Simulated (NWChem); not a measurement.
System: methylammonium (CH6N cation); SMILES C[NH3+]

NWChem printed, in part:

```
             Northwest Computational Chemistry Package (NWChem) 7.3.0
             --------------------------------------------------------

                             Geometry "geometry" -> ""
                             -------------------------

 Output coordinates in angstroms (scale by  1.889725989 to convert to a.u.)

  No.       Tag          Charge          X              Y              Z
 ---- ---------------- ---------- -------------- -------------- --------------
    1 C                    6.0000     0.00000000     0.00000000     0.81457300
    2 N                    7.0000     0.00000000     0.00000000    -0.70249700
    3 H                    1.0000    -1.01683800     0.19555800     1.15475500
    4 H                    1.0000     0.67777700     0.78282800     1.15475500
    5 H                    1.0000     0.33906100    -0.97838600     1.15475500
    6 H                    1.0000    -0.62534500    -0.72364200    -1.08031000
    7 H                    1.0000     0.93936500    -0.17974400    -1.08031000
    8 H                    1.0000    -0.31402000     0.90338600    -1.08031000

 Effective nuclear repulsion energy (a.u.)      47.5806732872

                                 NWChem DFT Module
                                 -----------------

 Summary of "ao basis" -> "ao basis" (spherical)
 ------------------------------------------------------------------------------
       Tag                 Description            Shells   Functions and Types
 ---------------- ------------------------------  ------  ---------------------
 C                          6-311g**                 8       18   4s3p1d
 N                          6-311g**                 8       18   4s3p1d
 H                          6-311g**                 4        6   3s1p

            General Information
            -------------------
          SCF calculation type: DFT
          Wavefunction type:  closed shell.
          No. of atoms     :     8
          No. of electrons :    18
           Alpha electrons :     9
            Beta electrons :     9
          Charge           :     1
          Spin multiplicity:     1
          Use of symmetry is: off; symmetry adaption is: off
          Maximum number of iterations: 150
          AO basis - number of functions:    72
                     number of shells:    40
          Convergence on energy requested:  1.00D-06
          Convergence on density requested:  1.00D-05
          Convergence on gradient requested:  5.00D-04

              XC Information
              --------------
                        BHLYP Method XC Functional
                     Hartree-Fock (Exact) Exchange  0.500
                        Slater Exchange Functional  0.500 local
                    Becke 1988 Exchange Functional  0.500 non-local
              Lee-Yang-Parr Correlation Functional  1.000

             Grid Information
             ----------------
          Grid used for XC integration:  medium
          Radial quadrature: Mura-Knowles
          Angular quadrature: Lebedev.
          Tag              B.-S. Rad. Rad. Pts. Rad. Cut. Ang. Pts.
          ---              ---------- --------- --------- ---------
          C                   0.70       49           8.0       434
          N                   0.65       49           8.0       434
          H                   0.35       45          10.0       434
          Grid pruning is: on
          Number of quadrature shells:   368
          Spatial weights used:  Erf1

      Superposition of Atomic Density Guess
      -------------------------------------

 Sum of atomic energies:         -94.97408807

 Renormalizing density from      19.00 to     18

      Non-variational initial energy
      ------------------------------

 Total energy =     -92.620667
 1-e energy   =    -208.906540
 2-e energy   =      68.705200
 HOMO         =      -0.833619
 LUMO         =      -0.259014

   convergence    iter        energy       DeltaE   RMS-Dens  Diis-err
 ---------------- ----- ----------------- --------- --------- ---------
 d= 0,ls=0.0,diis     1    -96.0788647083 -1.44D+02  8.96D-03  1.04D+00
 d= 0,ls=0.0,diis     2    -96.1154574911 -3.66D-02  4.04D-03  6.29D-01
 d= 0,ls=0.0,diis     3    -96.1812250444 -6.58D-02  4.92D-04  6.67D-03
 d= 0,ls=0.0,diis     4    -96.1818131370 -5.88D-04  1.85D-04  1.25D-03
 d= 0,ls=0.0,diis     5    -96.1819453369 -1.32D-04  2.35D-05  6.53D-06
 d= 0,ls=0.0,diis     6    -96.1819462797 -9.43D-07  2.85D-06  5.50D-08

         Total DFT energy =      -96.181946279661
      One electron energy =     -217.588868626686
           Coulomb energy =       88.082629370771
    Exchange-Corr. energy =      -14.256380310930
 Nuclear repulsion energy =       47.580673287183

 Numeric. integr. density =       17.999999904657

                       DFT Final Molecular Orbital Analysis
                       ------------------------------------

 Vector    7  Occ=2.000000D+00  E=-7.753414D-01
              MO Center=  3.3D-07,  1.1D-07,  1.7D-01, r^2= 1.6D+00
   Bfn.  Coefficient  Atom+Function         Bfn.  Coefficient  Atom+Function
  ----- ------------  ---------------      ----- ------------  ---------------
    27      0.313495  2 N  pz                31      0.255459  2 N  pz
     9     -0.246111  1 C  pz                23      0.202669  2 N  pz
    10     -0.160167  1 C  s                  5     -0.157772  1 C  pz
    28      0.127746  2 N  s                  6     -0.095921  1 C  s
    13     -0.087462  1 C  pz                24      0.087358  2 N  s

 Vector    8  Occ=2.000000D+00  E=-6.945801D-01
              MO Center= -1.6D-01, -1.0D-01,  8.0D-01, r^2= 1.5D+00
   Bfn.  Coefficient  Atom+Function         Bfn.  Coefficient  Atom+Function
  ----- ------------  ---------------      ----- ------------  ---------------
     7      0.257610  1 C  px                38     -0.217022  3 H  s
    50      0.182128  5 H  s                 11      0.181150  1 C  px
     3      0.171901  1 C  px                 8     -0.162701  1 C  py
    37     -0.152018  3 H  s                 49      0.127575  5 H  s
    12     -0.114421  1 C  py                 4     -0.108569  1 C  py

 Vector    9  Occ=2.000000D+00  E=-6.945801D-01
              MO Center=  1.6D-01,  1.0D-01,  8.0D-01, r^2= 1.5D+00
   Bfn.  Coefficient  Atom+Function         Bfn.  Coefficient  Atom+Function
  ----- ------------  ---------------      ----- ------------  ---------------
     8      0.257610  1 C  py                44      0.230450  4 H  s
    12      0.181150  1 C  py                 4      0.171901  1 C  py
     7      0.162701  1 C  px                43      0.161423  4 H  s
    50     -0.145444  5 H  s                 11      0.114421  1 C  px
    56      0.112067  6 H  s                  3      0.108569  1 C  px

[...]

                                NWChem TDDFT Module
                                -------------------

            General Information
            -------------------
           No. of orbitals :     144
            Alpha orbitals :      72
             Beta orbitals :      72
        Alpha frozen cores :       0
         Beta frozen cores :       0
     Alpha frozen virtuals :       0
      Beta frozen virtuals :       0
         Spin multiplicity :       1
    Number of AO functions :      72
        Use of symmetry is : off
      Symmetry adaption is : off
         Schwarz screening :  0.10D-07

              XC Information
              --------------
                 BHLYP Method XC Functional
              Hartree-Fock (Exact) Exchange   0.50
                 Slater Exchange Functional   0.50 local
             Becke 1988 Exchange Functional   0.50 non-local
       Lee-Yang-Parr Correlation Functional   1.00

             TDDFT Information
             -----------------
          Calculation type : Tamm-Dancoff TDDFT
         Wavefunction type : Restricted singlets
          No. of electrons :      18
           Alpha electrons :       9
            Beta electrons :       9
              No. of roots :       6
          Max subspacesize :    5200
            Max iterations :     100
               Target root :       1
           Target symmetry : none
             Energy Cutoff :-0.90D+01
      Symmetry restriction : off
                 Algorithm : Optimal
        Davidson threshold :  0.10D-03

    6 smallest eigenvalue differences (eV)
--------------------------------------------------------
  No. Spin  Occ  Vir  Irrep   E(Occ)    E(Vir)   E(Diff)
--------------------------------------------------------
    1    1    2   10 a       -10.847    -0.167   290.604
    2    1    2   11 a       -10.847    -0.092   292.650
    3    1    2   12 a       -10.847    -0.092   292.650
    4    1    2   13 a       -10.847    -0.085   292.840
    5    1    2   14 a       -10.847    -0.028   294.410
    6    1    2   15 a       -10.847    -0.028   294.410
--------------------------------------------------------

  Entering Davidson iterations
  Restricted singlet excited states

  Iter   NTrls   NConv    DeltaV     DeltaE      Time
  ----  ------  ------  ---------  ---------  ---------
    1      6       0     0.11E+00   0.10+100        4.1
    2     12       0     0.85E-01   0.41E-01        4.2
    3     18       0     0.17E-01   0.14E-01        4.6
    4     24       0     0.15E-02   0.16E-03        4.6
    5     30       4     0.19E-03   0.87E-06        3.6
    6     32       6     0.92E-04   0.17E-08        2.2
  ----  ------  ------  ---------  ---------  ---------
  Convergence criterion met

  Ground state a         -96.181946279661 a.u.

  ----------------------------------------------------------------------------
  Root   1 singlet a             10.511519419 a.u.              286.0331 eV
  ----------------------------------------------------------------------------
     Transition Moments    X -0.00000   Y  0.00000   Z -0.09113
     Dipole Oscillator Strength                    0.0581959412
     Electric Quadrupole                           0.0001696737
     Magnetic Dipole                               0.0000000000
     Total Oscillator Strength                     0.0583656149

     Occ.    2  a   ---  Virt.   10  a        0.69745
     Occ.    2  a   ---  Virt.   13  a       -0.21064
     Occ.    2  a   ---  Virt.   16  a        0.64474
     Occ.    2  a   ---  Virt.   21  a       -0.12424
     Occ.    2  a   ---  Virt.   22  a       -0.14111
     Occ.    2  a   ---  Virt.   23  a       -0.07747
     Occ.    2  a   ---  Virt.   28  a       -0.10185
  ----------------------------------------------------------------------------
  Root   2 singlet a             10.580723759 a.u.              287.9163 eV
  ----------------------------------------------------------------------------
     Transition Moments    X  0.00000   Y  0.00000   Z  0.03053
     Dipole Oscillator Strength                    0.0065764923
     Electric Quadrupole                           0.0000188834
     Magnetic Dipole                               0.0000000000
     Total Oscillator Strength                     0.0065953757

     Occ.    2  a   ---  Virt.   10  a        0.56027
     Occ.    2  a   ---  Virt.   13  a        0.74623
     Occ.    2  a   ---  Virt.   16  a       -0.31794
     Occ.    2  a   ---  Virt.   21  a        0.10582
     Occ.    2  a   ---  Virt.   22  a        0.10193
     Occ.    2  a   ---  Virt.   29  a       -0.06234
  ----------------------------------------------------------------------------
  Root   3 singlet a             10.607390086 a.u.              288.6419 eV
  ----------------------------------------------------------------------------
     Transition Moments    X  0.06084   Y -0.04841   Z -0.00000
     Dipole Oscillator Strength                    0.0427483727
     Electric Quadrupole                           0.0000865017
     Magnetic Dipole                               0.0001488655
     Total Oscillator Strength                     0.0429837399

     Occ.    2  a   ---  Virt.   11  a       -0.46934
     Occ.    2  a   ---  Virt.   12  a        0.38768
     Occ.    2  a   ---  Virt.   14  a       -0.74638
     Occ.    2  a   ---  Virt.   17  a       -0.12031
     Occ.    2  a   ---  Virt.   18  a       -0.07663
     Occ.    2  a   ---  Virt.   24  a        0.20255
     Occ.    2  a   ---  Virt.   25  a       -0.05952
     Occ.    2  a   ---  Virt.   27  a        0.06922
  ----------------------------------------------------------------------------
  Root   4 singlet a             10.607390226 a.u.              288.6419 eV
  ----------------------------------------------------------------------------
     Transition Moments    X  0.04841   Y  0.06084   Z -0.00000
     Dipole Oscillator Strength                    0.0427482220
     Electric Quadrupole                           0.0000865016
     Magnetic Dipole                               0.0001488653
     Total Oscillator Strength                     0.0429835889

     Occ.    2  a   ---  Virt.   11  a        0.38768
     Occ.    2  a   ---  Virt.   12  a        0.46934
     Occ.    2  a   ---  Virt.   15  a        0.74638
     Occ.    2  a   ---  Virt.   17  a        0.07663
     Occ.    2  a   ---  Virt.   18  a       -0.12031
     Occ.    2  a   ---  Virt.   24  a        0.05952
     Occ.    2  a   ---  Virt.   25  a        0.20255
     Occ.    2  a   ---  Virt.   26  a        0.06922
  ----------------------------------------------------------------------------
  Root   5 singlet a             10.638892332 a.u.              289.4991 eV
  ----------------------------------------------------------------------------
     Transition Moments    X -0.00000   Y -0.00000   Z -0.04758
     Dipole Oscillator Strength                    0.0160595500
     Electric Quadrupole                           0.0000479380
     Magnetic Dipole                               0.0000000000
     Total Oscillator Strength                     0.0161074880

     Occ.    2  a   ---  Virt.   10  a       -0.44244
     Occ.    2  a   ---  Virt.   13  a        0.61642
     Occ.    2  a   ---  Virt.   16  a        0.62102
     Occ.    2  a   ---  Virt.   21  a       -0.13705
     Occ.    2  a   ---  Virt.   23  a       -0.09923
     Occ.    2  a   ---  Virt.   28  a       -0.08426
  ----------------------------------------------------------------------------
  Root   6 singlet a             10.654520094 a.u.              289.9244 eV
  ----------------------------------------------------------------------------
     Transition Moments    X  0.01102   Y -0.02731   Z  0.00000
     Dipole Oscillator Strength                    0.0061615650
     Electric Quadrupole                           0.0000132483
     Magnetic Dipole                               0.0000214395
     Total Oscillator Strength                     0.0061962528

     Occ.    2  a   ---  Virt.   11  a        0.77109
     Occ.    2  a   ---  Virt.   12  a       -0.13606
     Occ.    2  a   ---  Virt.   14  a       -0.53120
     Occ.    2  a   ---  Virt.   15  a       -0.29140
     Occ.    2  a   ---  Virt.   19  a       -0.05907
     Occ.    2  a   ---  Virt.   20  a        0.07682
     Occ.    2  a   ---  Virt.   24  a        0.06642
     Occ.    2  a   ---  Virt.   25  a       -0.06858

              Target root =      1
          Target symmetry = none
      Ground state energy =    -96.181946279661
        Excitation energy =     10.511519418600
     Excited state energy =    -85.670426861062

  stored tddft:energy   -85.670426861061586
```

Level: BHandHLYP/6-311G** (spherical d), restricted-window TDA. Coordinates come from a B3LYP/6-31G* (spherical d) optimisation. The quadrupole and magnetic terms of the printed total strengths depend on the origin.

Problem. Which NWChem input produces such a log?

Solution. Several could match; the one computed here: the input that was run:
```
start job
memory heap 200 mb stack 900 mb global 1100 mb
charge 1
geometry units angstroms noautosym nocenter noautoz
  C      0.000000     0.000000     0.814573
  N      0.000000     0.000000    -0.702497
  H     -1.016838     0.195558     1.154755
  H      0.677777     0.782828     1.154755
  H      0.339061    -0.978386     1.154755
  H     -0.625345    -0.723642    -1.080310
  H      0.939365    -0.179744    -1.080310
  H     -0.314020     0.903386    -1.080310
end
basis spherical
  * library 6-311g**
end
dft
  xc bhlyp
  iterations 150
end
tddft
  cis
  ecut -9.0
  nroots 6
  notriplet
end
task tddft energy
```
